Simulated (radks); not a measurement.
Values are calculated unless marked as measured or tabulated.
Species: Tb3+. Configuration: [Kr] 4d10 4f8 5s2 5p5.5 6p0.5 (fractional occupations, a model configuration).

Level of theory: scalar-relativistic Kohn-Sham, PBE, spin-polarised, spherical densities, finite nucleus; open shells are filled with parallel spins first (spin-orbit coupling, left out, can overturn this in heavy ions); Fermi nuclear charge, rms radius 5.06 fm (a radial shooting solver on a logarithmic mesh with Libxc functionals).

Energy parts (Ry):
| part | energy |
|---|---|
| total | -23412.1296 |
| kinetic | 25194.9618 |
| electron-nucleus | -57054.8006 |
| Hartree | 8957.6990 |
| exchange-correlation | -509.9898 |

Orbitals (lengths in bohr, moments of r in powers of bohr; <r^-3> diverges for s and p1/2; r(max) is where P^2 peaks; r(90%) holds 90 % of the orbital's charge):
orbital  occ.  eigenvalue (Ry)      <r>  <r^-3>  r(90%)   r(max)
1s up       1        -3813.616  0.02151       -  0.0389  0.01364
1s down     1        -3813.613  0.02151       -  0.0389  0.01364
2s up       1        -634.3704  0.09151       -   0.142  0.07750
2s down     1        -634.3653  0.09150       -   0.142  0.07750
2p up       3        -564.0292  0.08089   12100   0.132  0.06280
2p down     3        -564.0241  0.08089   12100   0.132  0.06280
3s up       1        -142.8401   0.2395       -   0.351   0.2198
3s down     1        -142.6631   0.2393       -   0.351   0.2197
3p up       3        -121.1418   0.2382    2554   0.356   0.2158
3p down     3        -120.9651   0.2380    2559   0.356   0.2157
3d up       5        -92.83750   0.2167   343.2   0.337   0.1765
3d down     5        -92.70185   0.2164   343.9   0.337   0.1764
4s up       1        -30.55639   0.5410       -   0.777   0.5046
4s down     1        -30.15523   0.5411       -   0.777   0.5045
4p up       3        -23.40307   0.5728   572.5   0.833   0.5268
4p down     3        -23.00559   0.5730   571.4   0.833   0.5266
4d up       5        -13.57902   0.6214   64.49   0.933   0.5463
4d down     5        -13.18513   0.6222   64.26   0.935   0.5461
5s up       1         -5.95055    1.285       -    1.84    1.164
5s down     1         -5.71517    1.302       -    1.87    1.174
5p up       3         -4.16728    1.478   83.88    2.15    1.310
5p down   2.5         -3.98011    1.503   79.35    2.18    1.327
4f up       7         -2.90886   0.8117   9.035    1.37   0.5495
4f down     1         -2.54564   0.8382   8.757    1.44   0.5516
5d up       0         -2.02755    2.061   5.433    3.10    1.720
5d down     0         -1.91569    2.106   4.996    3.16    1.760
6s up       0         -1.81724    3.020       -    4.28    2.786
6s down     0         -1.73126    3.020       -    4.26    2.815
6p up     0.5         -1.40319    3.572   14.62    5.07    3.309

The highest occupied level is 6p up at -19.091 eV. The configuration is held as typed, so some empty levels lie below it. The density falls to 0.001 e/bohr^3 at r = 3.85 bohr. Summed over all electrons, <r^2> = 39.97 bohr^2, which gives a Langevin (diamagnetic) susceptibility term of -31.7 x 10^-6 cm^3/mol. The spin density at the nucleus is -0.01 e/bohr^3 (1s -0.33, 2s -0.86, 3s -15.74, 4s 3.03, 5s 13.89). Spin moment in Bohr magnetons: 7. The electron density at the nucleus is 7.203e+05 e/bohr^3 (large components only).

Run on one thread of a shared host, so times are rough (Arm Neoverse N1): 0.38 s of CPU time, 0.38 s wall, 16 iterations on 2259 mesh points.
